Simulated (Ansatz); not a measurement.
This geometry of C₂H₈BrNSi (13 atoms, charge 0, multiplicity 1) is a first-order saddle point.

Theory: RKS PBE-D4/def2-SVP (Ansatz).

```xyz
13
Properties=species:S:1:pos:R:3
C -1.752 -0.109 0.431
Si 0.052 -0.217 0.958
Br 0.300 -1.991 2.358
C 1.192 -0.340 -0.564
N 1.051 0.905 -1.286
H -1.856 0.690 -0.330
H -2.408 0.132 1.291
H -2.092 -1.069 -0.008
H 0.446 1.009 1.739
H 2.247 -0.582 -0.291
H 0.853 -1.184 -1.200
H 0.553 0.954 -2.168
H 1.436 1.767 -0.914
```

Problem. Which two structures does it join? (They come from a converged band through this point; their orientation in space is the band's.)

Solution. No bond is made or broken. The height of N5 over the plane of its neighbours goes from -0.39 to 0.38 Å.

First end point:

```xyz
13
Properties=species:S:1:pos:R:3
C -1.779 -0.173 0.586
Si 0.061 -0.192 0.953
Br 0.576 -1.987 2.232
C 1.075 -0.268 -0.652
N 0.805 0.989 -1.360
H -1.970 0.627 -0.158
H -2.379 0.024 1.497
H -2.102 -1.142 0.155
H 0.470 1.028 1.737
H 2.147 -0.517 -0.456
H 0.665 -1.117 -1.242
H 1.109 0.938 -2.340
H 1.341 1.756 -0.936
```

Last end point:

```xyz
13
Properties=species:S:1:pos:R:3
C -1.736 -0.066 0.386
Si 0.066 -0.203 0.923
Br 0.265 -1.960 2.339
C 1.228 -0.370 -0.575
N 1.179 0.815 -1.445
H -1.868 0.777 -0.324
H -2.392 0.118 1.259
H -2.072 -1.000 -0.108
H 0.463 1.036 1.686
H 2.271 -0.534 -0.229
H 0.970 -1.275 -1.166
H 0.230 0.962 -1.813
H 1.416 1.666 -0.918
```

Problem. How far does it lie above each of them?

Solution. 0.169 eV above the first and 0.157 eV above the second. This is the barrier of this one path; another mechanism may lie lower.

Time of the run: 91 s on 2 threads of Arm Neoverse V2, with other jobs on the host, peak memory 0.18 GiB.
